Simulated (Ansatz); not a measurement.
```yaml
crystal:
  periodic: [false, false, false]
  atoms:
    - {symbol: F, position_ang: [-1.396375, -2.351379, -0.771857]}
    - {symbol: B, position_ang: [-0.361560, -1.019025, -0.869969]}
    - {symbol: Cl, position_ang: [-0.363823, -0.843805, -2.451063]}
    - {symbol: O, position_ang: [-1.688510, -0.048285, -0.019853]}
    - {symbol: C, position_ang: [-0.925533, 1.068440, 0.511522]}
    - {symbol: C, position_ang: [0.764108, 1.130526, 0.497959]}
    - {symbol: C, position_ang: [1.254432, -0.346685, 0.628193]}
    - {symbol: O, position_ang: [0.930835, -1.195885, -0.098774]}
    - {symbol: H, position_ang: [-1.478547, 1.627170, 0.943185]}
    - {symbol: H, position_ang: [0.679421, 2.041076, 1.198684]}
    - {symbol: H, position_ang: [2.236649, -0.123494, 0.709848]}
basis:
  gaussian: {orbitals: def2-TZVPP}
magnetization: {spin_polarized: true, initial_magnetization: 10}
hamiltonian: {xc: {name: B3LYP5}}
```

```sh
$ ansatz run in.yaml --threads 4 --pin off --events-out ev --progress --plain --max-ram 11315MiB
```

It prints (some lines left out):

```
Functional definition: B3LYP5
1657 factors; their error is unknown
mean field evaluation 1: about -23098.3094 eV, gradient 7.2e1 eV
mean field evaluation 2: about -22361.6829 eV, gradient 3.3e2 eV
mean field evaluation 4: about -23117.6776 eV, gradient 5.7e1 eV
mean field evaluation 8: about -23132.9831 eV, gradient 7.3e0 eV
mean field evaluation 16: about -23133.3562 eV, gradient 2.7e-1 eV
mean field evaluation 32: about -23133.4101 eV, gradient 6.5e-3 eV
mean field -23133.41004497 eV, -850.1371387643 hartree, gradient 5.6e-6 eV, S^2 30.020137; 7 other end points of the search recorded, 0 dependent functions left out
reference -23133.41033911 eV, -850.1371495737 hartree; 39, 29 occupied and 262, 272 virtual orbitals, 1657 factors
Total energy: -23133.41033911 eV, -850.1371495737 hartree
```

Problem. What is wrong with this run?

Solution. The spin is set far too high for this molecule. Self-consistency was reached. The result belongs to that input, not to the molecule as meant.

B3LYP here is the variant with VWN-RPA as its local correlation; programs differ in this.
